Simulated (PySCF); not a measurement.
## Spin states of NaSe

Unrestricted PBE0; basis Na pcseg-1, Se pcseg-1; no relativity; PySCF 2.14. Outer shells of the fragments: Na 3s1; Se 3d10 4s2 4p4.

Followed along the bond (rough minima from three points):

```tsv
2Ms+1	unpaired	⟨S²⟩ at the start	R at minimum (Å)	Te (eV)
2	π ↑	0.75	2.61	0.00
2	σ ↑	0.75	2.54	0.72
4	σ ↑, π ↑↑	3.75	none in the scan	≤ 2.38
```

Solutions found at the starting distance of 2.690 Å, counted from the lowest of them; the search is not exhaustive and high or unbound solutions are not listed, so other states can lie among these:

| 2Ms+1 | unpaired | term | E (eV) | ⟨S²⟩ | ⟨Lz²⟩ | μ (D) |
| --- | --- | --- | --- | --- | --- | --- |
| 2 | π ↑ | ²Π | 0.00 | 0.75 | 1.01 | -8.52 |
| 2 | σ ↑ | ²Σ⁺ | 0.76 | 0.75 | 0.00 | -9.31 |
| 4 | σ ↑, π ↑↑ | ⁴Σ⁻ | 2.53 | 3.75 | 0.00 | 3.01 |
| 2 | σ ↓, π ↑↑ | mixed | 2.59 | 1.75 | 0.00 | 3.19 |
| 4 | σ ↑↑, π ↑ | ⁴Π | 2.94 | 3.75 | 1.00 | 2.76 |
| 2 | σ ↑, π ↑↓ | mixed | 2.97 | 1.76 | 2.01 | 3.09 |

A term symbol is given only where ⟨S²⟩ and ⟨Lz²⟩ are close to those of a pure state; real π, δ and φ orbitals otherwise mix terms. A positive dipole means Na(−)Se(+).

Spin–orbit coupling is left out. Counting both spins, an empty level lies below a filled one in some of these solutions, because spin and occupation are held.
